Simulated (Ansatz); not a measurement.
```yaml
crystal:
  periodic: [false, false, false]
  atoms:
    - {symbol: Si, position_ang: [-1.765467, 1.791012, -0.981436]}
    - {symbol: Si, position_ang: [1.304882, -1.275770, -1.225229]}
    - {symbol: Si, position_ang: [-1.788511, -1.288148, 1.474668]}
    - {symbol: Si, position_ang: [1.369539, 1.692058, 1.439313]}
    - {symbol: Si, position_ang: [-3.063933, 0.302672, 0.298872]}
    - {symbol: Si, position_ang: [-0.263995, -2.456826, 0.108028]}
    - {symbol: Si, position_ang: [-0.202653, 3.012745, 0.286740]}
    - {symbol: Si, position_ang: [2.585364, 0.259246, 0.021822]}
    - {symbol: N, position_ang: [2.465202, -2.344982, -2.011750]}
    - {symbol: H, position_ang: [-2.685308, 2.773567, -1.665732]}
    - {symbol: H, position_ang: [-1.040454, 1.020490, -2.054201]}
    - {symbol: H, position_ang: [3.095973, -2.867505, -1.395388]}
    - {symbol: H, position_ang: [2.095468, -2.982722, -2.725075]}
    - {symbol: H, position_ang: [0.558819, -0.562449, -2.321275]}
    - {symbol: H, position_ang: [-2.737166, -2.283796, 2.098370]}
    - {symbol: H, position_ang: [-1.052707, -0.600866, 2.594274]}
    - {symbol: H, position_ang: [0.676371, 0.885538, 2.505041]}
    - {symbol: H, position_ang: [2.342767, 2.619046, 2.126691]}
    - {symbol: H, position_ang: [-4.004504, -0.425321, -0.630208]}
    - {symbol: H, position_ang: [-3.899265, 1.098478, 1.271193]}
    - {symbol: H, position_ang: [-1.073059, -3.344257, -0.811127]}
    - {symbol: H, position_ang: [0.529062, -3.380853, 1.005280]}
    - {symbol: H, position_ang: [0.550984, 3.934919, -0.640340]}
    - {symbol: H, position_ang: [-0.950662, 3.867807, 1.280036]}
    - {symbol: H, position_ang: [3.410606, 1.098499, -0.921549]}
    - {symbol: H, position_ang: [3.542649, -0.542612, 0.872991]}
basis:
  gaussian: {orbitals: def2-TZVP, initial_orbitals: start.molden}
total_charge: 1
magnetization: {spin_polarized: true, initial_magnetization: 1}
hamiltonian: {xc: {name: r2SCANh}, dispersion: d4}
scf: {omitted_lower_state_checks: [starts]}
output: {orbitals: {seedname: orbitals}}
```

The file start.molden holds the orbitals of an earlier run on this structure, at another level or in another basis.

```sh
$ ansatz run in.yaml --threads 4 --pin off --events-out ev --progress --plain --max-ram 6963MiB
```

Q: Does this run fit into the memory that it is given?

A: No. It has 429 basis functions, and Ansatz plans for 6.89 GiB where 6.79 GiB are given.
